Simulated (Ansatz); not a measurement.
`[OH][AlH][NH][SiH3]` + NH₃ → `[NH2][AlH][OH]` + `N[SiH3]`  (ligand exchange at the Al–N bond)

Calculated with Ansatz (gas phase, PBE0-D4/def2-TZVP geometries, no zero-point term in ΔE). CCSD(T)/CBS is the MP2 limit (def2-TZVPP, def2-QZVPP) plus CCSD(T) − MP2 in def2-TZVPP, frozen cores. This one scheme is used for every species. Functionals use def2-TZVPP. B3LYP here is the variant with VWN-RPA as its local correlation; programs differ in this. HSE06 is defined as in plane-wave codes. One conformer a species, not always the lowest.

```tsv
level	ΔE (kcal/mol)	difference from CCSD(T)/CBS
LDA (SPW92)	1.6	-1.3
PBE-D4	2.6	-0.3
revPBE-D4	2.9	0.0
BLYP-D4	2.6	-0.3
r2SCAN-D4	2.5	-0.4
B97M-V	2.7	-0.2
PBE0-D4	2.6	-0.3
B3LYP-D4	2.6	-0.3
r2SCANh-D4	2.5	-0.4
BHLYP-D4	2.8	-0.1
CAM-B3LYP-D4	2.0	-0.9
ωB97X-V	2.3	-0.6
ωB97M-V	2.4	-0.5
PBE-QIDH	2.6	-0.3
PBE	1.8	-1.1
revPBE	1.7	-1.2
BLYP	1.2	-1.7
r2SCAN	2.3	-0.6
B3LYP	1.3	-1.6
r2SCANh	2.3	-0.6
r2SCAN0	2.3	-0.6
HSE06	2.0	-0.9
BHLYP	1.5	-1.4
CAM-B3LYP	1.2	-1.7
LC-ωPBE	1.4	-1.5
RPA@PBE/def2-TZVPP	3.5	0.6
HF/def2-SVP	2.6	-0.3
MP2/def2-SVP	3.6	0.7
CCSD/def2-SVP	3.6	0.7
CCSD(T)/def2-SVP	3.9	1.0
HF/def2-TZVPP	1.7	-1.2
SCS-MP2/def2-TZVPP	2.9	0.0
CCSD/def2-TZVPP	2.9	0.0
CCSD(T)/def2-TZVPP	3.2	0.3
HF/def2-QZVPP	1.6	-1.3
MP2/def2-QZVPP	2.9	0.0
SCS-MP2/def2-QZVPP	2.7	-0.2
HF/CBS(def2)	1.6	-1.3
MP2/CBS(def2)	2.8	-0.1
CCSD/CBS(def2)	2.5	-0.4
CCSD(T)/CBS	2.9	0
```

Largest T1 diagnostic among the species: 0.012.

The D4 term adds +1.2 kcal/mol with B3LYP and +0.7 kcal/mol with PBE0; it sums over pairs of atoms, weighted by their polarisabilities, and B3LYP, whose exchange is more repulsive, gets the larger term. Leaving LDA and LC-ωPBE aside and taking each functional with its dispersion term where it has one, the values spread over 0.9 kcal/mol, from CAM-B3LYP-D4 to revPBE-D4.
